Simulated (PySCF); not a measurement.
An equivalent PySCF input for Sn (tin, neutral), [Kr] 4d10 5s2 5p2, high-spin 3P determinant, with scalar relativity by spin-free X2C-1e:

```python
from pyscf import gto, scf, dft, mp, cc
import basis_set_exchange as bse
mol = gto.M(atom="Sn 0 0 0", charge=0, spin=2, symmetry="D2h",
            basis=gto.basis.parse(bse.get_basis("x2c-TZVPall", elements=["Sn"], fmt="nwchem", header=False)),
            nucmod="G")
mf = scf.UHF(mol).sfx2c1e()
mf.irrep_nelec = {'Ag': (9, 9), 'B1g': (2, 2), 'B2g': (2, 2), 'B3g': (2, 2), 'B1u': (4, 3), 'B2u': (4, 3), 'B3u': (3, 3)}
mf.kernel()
```

It reaches the same state as the run whose output follows, and the same energy. The run itself started from symmetry-adapted Hartree-Fock orbitals and held the occupation by maximum overlap, so the iterations belong to that start.

```
SCF conv_tol = 1e-09
number electrons alpha = 26  beta = 24
cycle= 1 E= -6173.74812493396  delta_E= -0.00254  |g|= 0.0159  |ddm|= 0.0723
cycle= 2 E= -6173.74847070982  delta_E= -0.000346  |g|= 0.00616  |ddm|= 0.0266
cycle= 3 E= -6173.74853410424  delta_E= -6.34e-05  |g|= 0.000469  |ddm|= 0.0171
cycle= 4 E= -6173.74853439714  delta_E= -2.93e-07  |g|= 0.000177  |ddm|= 0.00154
cycle= 5 E= -6173.74853441504  delta_E= -1.79e-08  |g|= 4.17e-05  |ddm|= 0.000467
cycle= 6 E= -6173.74853441774  delta_E= -2.7e-09  |g|= 9.2e-06  |ddm|= 0.000274
cycle= 7 E= -6173.74853441789  delta_E= -1.53e-10  |g|= 1.04e-06  |ddm|= 8.02e-05
converged SCF energy = -6173.74853441789  <S^2> = 2.0117446  2S+1 = 3.0078195
```
